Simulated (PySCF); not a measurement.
# Spinor energies of O⁺ (oxygen, charge +1)

Start: [He] 2s2 2p3; 2p1/2 filled at m_j = -1/2, +1/2; 2p3/2 filled at m_j = +3/2. Calculated with PySCF 2.14 in an uncontracted even-tempered set (20 s from 0.06 bohr⁻², ratio 2.4; 12 p from 0.077 bohr⁻², ratio 2.4; 6 d from 1.1 bohr⁻², ratio 2.6; 5 f from 1.6 bohr⁻², ratio 2.6): generalised Hartree-Fock with the X2C-1e Hamiltonian and a Gaussian nucleus; one run each with spin-orbit coupling (SO) switched off, then screened by Boettger's factors.

| spinor shell | electrons | ε, spin-free (eV) | ε, screened SO (eV) | weight of nominal j (screened SO) | rms radius, screened SO (bohr) |
| --- | --- | --- | --- | --- | --- |
| 1s1/2 | 2 | -581.21 | -581.21 | 1.000 | 0.230 |
| 2s1/2 | 2 | -49.067 | -49.067 | 1.000 | 1.20 |
| 2p1/2 | 2 | -36.203 | -36.212 | 0.503 | 1.20 |
| 2p3/2 | 1 | -36.203 | -36.187 | 1.000 | 1.20 |

```json
{"quantity": "E (hartree)", "spin-free": "-74.42980", "screened SO": "-74.42980"}
{"quantity": "M_J", "spin-free": "3/2", "screened SO": "3/2"}
{"quantity": "⟨J²⟩", "spin-free": "3.756", "screened SO": "3.756"}
{"quantity": "⟨L²⟩", "spin-free": "0.000", "screened SO": "0.000"}
{"quantity": "⟨S²⟩", "spin-free": "3.756", "screened SO": "3.755"}
```

Each row is a mean over spinors that exchange with the open shell spreads, by up to 14.725 eV (2s1/2).

Rows whose weight is well below 1 are mixtures of j = l ± 1/2: exchange outweighs spin-orbit coupling there, and the label is only the starting occupation.

Without spin-orbit coupling the j labels of p, d and f shells carry no meaning; the spin-free column gives the mean over the occupied spinors of each nl shell.
